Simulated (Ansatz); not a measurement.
CH₆ClGeN, SMILES [CH3][Ge@H]([NH2])[Cl].

Geometry: ωB97X-D3(BJ)/def2-SVP. The structure was generated by enumeration; whether it is a known compound was not checked. One conformer was computed; it need not be the lowest.

Two levels are set side by side: PBE/def2-SVPD (Ansatz, an electronic-structure program) and PBE0/def2-SVPD (Ansatz). Energy differences of separate SCF runs at the same geometry; the states with an electron removed or added have multiplicity 2 and 2. Differences are taken from unrounded values.

| quantity | PBE0 | PBE | PBE minus PBE0 |
|---|---|---|---|
| vertical ionisation energy (eV) | 9.94 | 9.66 | -0.28 |
| vertical singlet–triplet gap (eV) | 6.24 | 5.95 | -0.29 |
